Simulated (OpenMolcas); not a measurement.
## Te⁵⁺: effect of the active space

* Program: OpenMolcas 26.06
* Method: CASSCF or its RAS form
* Basis: ANO-R3
* Scalar Hamiltonian: X2C, finite nucleus
* Spin-orbit coupling: state interaction with AMFI integrals over the reference wave functions, term energies averaged over their components

A. 1 electron in 4 orbitals (5s 5p); 2S+1 = 2 even, 1 root; 2S+1 = 2 odd, 3 roots; cost roughly 16 core-seconds
B. 1 electron in 9 orbitals (RAS2 5s 5p; RAS3 5d, at most 1 electron); 2S+1 = 2 even, 1 root; 2S+1 = 2 odd, 3 roots; cost of the order of 23 core-seconds

Energies in cm-1 above 5s 2S 1/2, the measured ground level; measured values from the list in Rauch et al., Astron. Astrophys. 606, A105 (2017).

| Level | A | B | Measured |
| --- | --- | --- | --- |
| 5s 2S 1/2 | 0.0 | 0.0 | 0.0 |
| 5p 2P* 1/2 | 92695 | 92695 | 93335 |
| 5p 2P* 3/2 | 102412 | 102412 | 105150 |

Deviations, from unrounded energies. A percentage is the sum of absolute deviations over the sum of measured energies, with the sign that they share, or ± where signs differ.

```csv
Against measurement,Levels,A,B
mean absolute deviation (cm-1),2,1700,1700
other configurations (%),2,-1.7,-1.7
```

A, B lie about equally close to measurement. The largest miss of B in the table is 5p 2P* 3/2, by -2700 cm-1. The ranking rests on the paired levels alone, and a cruder setting can come out closer through cancelling errors.

Between A and B no level of the table moves by more than 5 cm-1.

With one active electron the reference holds no correlation, so core polarisation is missing. With one active electron outside closed inactive shells, the extra shells (5d) add no correlation to the reference (holds for B). Computed and measured levels are paired by configuration, term and J; levels that our copy of the source lacks, or whose pairing is in doubt (as where it misses far off the trend of its configuration), stay unpaired and out of the deviations. Levels of configurations outside the active space are missing.

* marks odd parity.
